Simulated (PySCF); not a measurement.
2-butoxy-1,3,2-dioxaphospholane 2-oxide, C6H13O4P.
Numbering: `[CH3:1][CH2:2][CH2:3][CH2:4][O:5][P:6]1(=[O:7])[O:8][CH2:9][CH2:10][O:11]1` (hydrogens: H12, H13, H14 on C1; H15, H16 on C2; H17, H18 on C3; H19, H20 on C4; H21, H22 on C9; H23, H24 on C10)

Computed with PBE0-D3(BJ)/def2-SVP geometry optimisation, gas phase (PySCF).

Question: List the bond lengths, angles and torsions at this level.

Answer: 
```
                  bond  length (Å)   order
                 C1–C2       1.520  single
                 C2–C3       1.522  single
                 C3–C4       1.513  single
                 C4–O5       1.431  single
                 O5–P6       1.600  single
                 P6=O7       1.471  double
         P6–O8, P6–O11       1.624  single
        O8–C9, C10–O11       1.418  single
                C9–C10       1.528  single
C1–H12, C1–H13, C1–H14       1.101  single
        C2–H15, C2–H16       1.105  single
        C3–H17, C3–H18       1.104  single
        C4–H19, C4–H20       1.101  single
       C9–H21, C10–H23       1.101  single
       C9–H22, C10–H24       1.101  single
```

Bonds in one row agree within 0.01 Å and their mean is given. Orders are formal, as drawn. A selection of angles:
```
     angle  degrees
 C2–C1–H12    111.6
H12–C1–H13    107.7
  C1–C2–C3    113.0
 C1–C2–H15    109.5
 C3–C2–H15    109.4
H15–C2–H16    105.9
  C2–C3–C4    112.5
 C2–C3–H17    109.5
 C4–C3–H17    108.4
 C4–C3–H18    109.0
H17–C3–H18    107.0
  C3–C4–O5    111.8
 C3–C4–H19    110.4
 C3–C4–H20    111.2
 O5–C4–H19    109.4
 O5–C4–H20    105.3
H19–C4–H20    108.5
  C4–O5–P6    120.2
  O5–P6–O7    114.6
  O5–P6–O8    104.7
 O5–P6–O11    103.4
  O7–P6–O8    116.8
 O7–P6–O11    118.8
 O8–P6–O11     95.9
  P6–O8–C9    111.2
 O8–C9–C10    105.2
 O8–C9–H21    108.9
 O8–C9–H22    109.5
C10–C9–H21    112.7
C10–C9–H22    111.3
H21–C9–H22    109.1
C9–C10–H23    111.4
C9–C10–H24    112.6
```

Dihedral angles: C1–C2–C3–C4 -179° (antiperiplanar); C2–C3–C4–O5 -178° (antiperiplanar); C3–C4–O5–P6 -81° (synclinal); C4–O5–P6–O7 -8° (synperiplanar); O5–P6–O8–C9 -92° (anticlinal); P6–O8–C9–C10 -29° (synperiplanar); O8–C9–C10–O11 34° (synclinal); C9–C10–O11–P6 -26° (synperiplanar); O5–P6–O11–C10 115° (anticlinal). The mirror-image conformer, all signs reversed, is as good.

O5 (oxygen bonded to C and P) is bent (angle 120.2°). The 5-membered ring P6–O8–C9–C10–O11 has internal angles of 95.9° to 111.5° (sum 529°, against 540° for a flat polygon); it is puckered, 0.14 Å rms from its mean plane, widest ring torsion 34°. The O–P distances run from 1.471 Å (P6=O7, drawn double) to 1.626 Å (P6–O11, drawn single), a spread of 0.155 Å. Of the pairs four or more bonds apart, O7···H19 is among the closest relative to their van der Waals radii: 2.57 Å, 95 % of the sum of Bondi's values. O8 (oxygen bonded to C and P) is bent (angle 111.2°). P6 (phosphoryl phosphorus) has angles from 95.9° to 118.8°.

Point group: C1 (no symmetry element, even within 0.4 Å). Whether it is a minimum is left open (no frequencies). The numbers are those of one conformer.

Time: 5.1 min wall; peak memory 1.2 GiB. Hardware: one thread, Intel Xeon 6975P-C (x86_64), no GPU (shared host). That covers the optimisation of the geometry.
